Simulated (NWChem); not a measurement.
Correlation energy of BCl

```xyz
2

B      0.0000     0.0000    -1.3285
Cl     0.0000     0.0000     0.3907
```
Charge 0, spin multiplicity 1.

Program: NWChem. Structure: optimised with PBE0/def2-SVP, a minimum by its harmonic frequencies.

Basis set: 6-31G*. Each correlation energy counts from its own Hartree-Fock reference.

```tsv
method	correlation energy (mHa)	difference from CCSD(T)
SCS-MP2	-186.2	+37.7
CCSDT	-224.7	-0.8
MP2	-187.8	+36.1
CCSD	-216.8	+7.2
CR-CCSD(T)	-222.7	+1.3
CR-CCSD[T]	-223.1	+0.9
CCSD(T)	-224.0	0.0
CCSD+T(CCSD)	-224.4	-0.4
```

The values span 38.5 mHa, from CCSDT (lowest) to SCS-MP2 (highest). 

The correlated methods keep 6 core orbitals frozen. The Pople sets run with spherical d functions. The structure started from a generated list of species. Coupled-cluster values serve here as a point of comparison, not as the truth.
